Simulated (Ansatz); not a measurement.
Compare A (`S=C[SiH2][SeH]`) with its isomer B (`[SiH3]C(S)=[Se]`).

Calculated with Ansatz (gas phase, PBE0-D4/def2-TZVP geometries, no zero-point term in ΔE). CBS: MP2 limit from def2 TZ/QZ plus the TZ coupled-cluster correction, frozen cores. Functionals use def2-TZVPP. B3LYP here is the variant with VWN-RPA as its local correlation; programs differ in this. For Se outer-core shells are correlated without core-valence functions, which leaves a few kJ/mol of doubt a bond. Scalar relativity is left out up to krypton. One conformer a species, not always the lowest.

A:

Z-matrix (Å, degrees):
```
Si
C 1 1.877
Se 1 2.283 2 110.1
H 1 1.478 2 109.2 3 117.0
H 1 1.486 2 109.2 3 -120.1
S 2 1.611 1 122.8 3 -117.2
H 2 1.095 1 118.1 3 61.7
H 3 1.469 1 92.8 2 -78.4
```

B:

Z-matrix (Å, degrees):
```
Si
C 1 1.883
H 1 1.481 2 108.7
H 1 1.491 2 109.7 3 119.8
H 1 1.481 2 108.6 3 -120.7
S 2 1.711 1 121.7 3 -121.7
Se 2 1.778 1 116.9 3 58.6
H 6 1.348 2 98.5 1 0.3
```

(1) Which isomer does CCSD(T)/CBS put lower? Give the gap. (Estimate.)

(2) Give E(B) − E(A) in kcal/mol with PBE0-D4, PBE-D4, CCSD/def2-TZVPP, ωB97M-V, CCSD(T)/def2-TZVPP, r2SCAN-D4, B3LYP. (Estimate.)

Largest T1 diagnostic: 0.016.

Results:

(1) Computed: A, by 14.7 kcal/mol.

(2) Ansatz gave: PBE0-D4 13.7, PBE-D4 11.2, CCSD/def2-TZVPP 16.6, ωB97M-V 16.0, CCSD(T)/def2-TZVPP 14.8, r2SCAN-D4 12.1, B3LYP 13.9. None reverses the order clearly.

In def2-TZVPP, CCSD(T) changes the Hartree–Fock value by −5.5 kcal/mol (the triples alone add −1.8 kcal/mol) and MP2 by −7.4 kcal/mol. The D4 term adds −1.0 kcal/mol with B3LYP and −0.4 kcal/mol with PBE0; it sums over pairs of atoms, weighted by their polarisabilities, and B3LYP, whose exchange is more repulsive, gets the larger term.
